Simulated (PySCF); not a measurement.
SMILES [SH2+]C (charge +1), PBE0/def2-SVP optimised geometry.

```
7

C      0.84    -0.15     0.00
S     -0.98    -0.15     0.00
H      1.14    -1.19     0.18
H      1.14     0.15    -1.01
H      1.23     0.53     0.76
H     -1.23    -0.30     1.33
H     -1.23     1.19     0.00
```

Density from PySCF with PBE0/def2-TZVP at that geometry.

Minimum of the electron density along straight lines between bonded atoms, close to the bond critical point (lines longer than 1.1 times the sum of covalent radii, or with two minima, are not listed):

```json
[
 {"bond": "C1–S2", "length / Å": "1.814", "ρ at the minimum / e bohr⁻³": "0.180", "∇²ρ there / e bohr⁻⁵": "-0.29", "position (fraction from the first atom)": "0.43"},
 {"bond": "C1–H3", "length / Å": "1.099", "ρ at the minimum / e bohr⁻³": "0.277", "∇²ρ there / e bohr⁻⁵": "-0.97", "position (fraction from the first atom)": "0.66"},
 {"bond": "C1–H4", "length / Å": "1.099", "ρ at the minimum / e bohr⁻³": "0.277", "∇²ρ there / e bohr⁻⁵": "-0.97", "position (fraction from the first atom)": "0.66"},
 {"bond": "C1–H5", "length / Å": "1.096", "ρ at the minimum / e bohr⁻³": "0.279", "∇²ρ there / e bohr⁻⁵": "-0.99", "position (fraction from the first atom)": "0.66"},
 {"bond": "S2–H6", "length / Å": "1.361", "ρ at the minimum / e bohr⁻³": "0.219", "∇²ρ there / e bohr⁻⁵": "-0.66", "position (fraction from the first atom)": "0.68"},
 {"bond": "S2–H7", "length / Å": "1.361", "ρ at the minimum / e bohr⁻³": "0.219", "∇²ρ there / e bohr⁻⁵": "-0.66", "position (fraction from the first atom)": "0.68"}
]
```
